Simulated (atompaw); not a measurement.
## Cutoff test, P, PAW (atompaw)

P, PAW, made with atompaw 4.2.0.5 (PBE, scalar-relativistic). Core [Ne], reference 3s2 3p2.5 (charge +0.5). Waves: 3s (bound): rc 1.40 bohr; 3s channel at 1.3 Ry: rc 1.10 bohr; 3p (bound): rc 1.40 bohr; 3p channel at -0.25 Ry: rc 1.40 bohr; 3d channel at 0.45 Ry: rc 1.15 bohr. Local part: bessel scheme, radius 1.10 bohr. Core correction: smooth core density matched at 1.25 bohr. Augmentation charge: besselshape compensation charge, radius 1.20 bohr; PAW radius 1.40 bohr; waves and projectors: custom polynom gramschmidtortho.

The pseudo-atom Hamiltonian at the reference potential is diagonalised in spherical Bessel functions j_l(qr) that vanish at 20 bohr, with q² up to the cutoff. All-electron valence levels (Ry): 3s -1.3545, 3p -0.7104.

Question: How do the lowest levels (Ry) of each channel move with the cutoff, and are there ghosts?

Answer:

```
cutoff (Ry)      s #1     s #2     s #3     p #1     p #2     p #3     d #1    f #1    f #2  Σ f·Δε (mRy)
          8   -1.3156  -0.1787  -0.0232  -0.7067  -0.0868   0.0176  -0.0554  0.0368  0.1485          87.1
         10   -1.3288  -0.1798  -0.0235  -0.7089  -0.0871   0.0173  -0.0570  0.0368  0.1485          55.1
         12   -1.3391  -0.1807  -0.0238  -0.7091  -0.0872   0.0172  -0.0584  0.0368  0.1485          34.0
         15   -1.3460  -0.1812  -0.0239  -0.7093  -0.0872   0.0172  -0.0595  0.0368  0.1485          19.6
         18   -1.3514  -0.1815  -0.0240  -0.7097  -0.0872   0.0172  -0.0609  0.0368  0.1485           8.0
         21   -1.3529  -0.1815  -0.0240  -0.7100  -0.0872   0.0172  -0.0616  0.0368  0.1485           4.1
         30   -1.3541  -0.1862  -0.0268  -0.7105  -0.0872   0.0172  -0.0629  0.0368  0.1485           1.1
         35   -4.9149  -1.3539  -0.1800  -0.7105  -0.4164  -0.0871  -0.0634  0.0368  0.1485           1.7
         40   -8.7874  -1.3542  -0.1802  -1.2185  -0.7102  -0.0871  -0.0637  0.0368  0.1485           1.0
         45  -10.0111  -1.3543  -0.1802  -1.9227  -0.7103  -0.0871  -0.0638  0.0368  0.1485           0.7
         50  -10.5595  -1.3544  -0.1802  -2.1592  -0.7103  -0.0871  -0.0639  0.0368  0.1485           0.4
        400  -11.4878  -1.3545  -0.1802  -2.3841  -0.7104  -0.0872  -0.0640  0.0368  0.1485           0.0
```

Result: ghost states, extra bound levels that the all-electron valence spectrum of the same l lacks: s at -156.3 eV, p at -32.4 eV (a true bound ghost makes a file unfit for plane-wave use); 10 mRy is reached at 18 Ry and 1 mRy at 40 Ry.
